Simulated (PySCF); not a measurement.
PySCF 2.14 output of a UHF calculation on a single atom or ion in def2-TZVPPD with the def2 core potential (60 electrons) (6s5p3d2f1g, 59 functions), with a scalar-relativistic core potential:

```
SCF conv_tol = 1e-09
number electrons alpha = 10  beta = 6
cycle= 1 E= -117.405145215006  delta_E= -0.00813  |g|= 0.0348  |ddm|= 0.0344
cycle= 2 E= -117.405440208632  delta_E= -0.000295  |g|= 0.00723  |ddm|= 0.00781
cycle= 3 E= -117.405455804226  delta_E= -1.56e-05  |g|= 0.00063  |ddm|= 0.00355
cycle= 4 E= -117.405456092541  delta_E= -2.88e-07  |g|= 0.000171  |ddm|= 0.000669
cycle= 5 E= -117.405456111125  delta_E= -1.86e-08  |g|= 2.07e-05  |ddm|= 0.000255
cycle= 6 E= -117.405456111353  delta_E= -2.29e-10  |g|= 1.98e-06  |ddm|= 3.23e-05
converged SCF energy = -117.405456111353  <S^2> = 6.0040011  2S+1 = 5.0016002
```

The run itself started from symmetry-adapted Hartree-Fock orbitals and held the occupation by maximum overlap, so the iterations belong to that start.

Task: Which element, charge and spin multiplicity is this?

Result: Pt²⁺ (platinum, charge +2), multiplicity 5; the state was [Xe] 4f14 5d7 6s1, high-spin 5F determinant (an excited configuration).

Energies and moments cover only the electrons outside the core potential. Spin-orbit coupling, absent here, splits the open shell strongly.
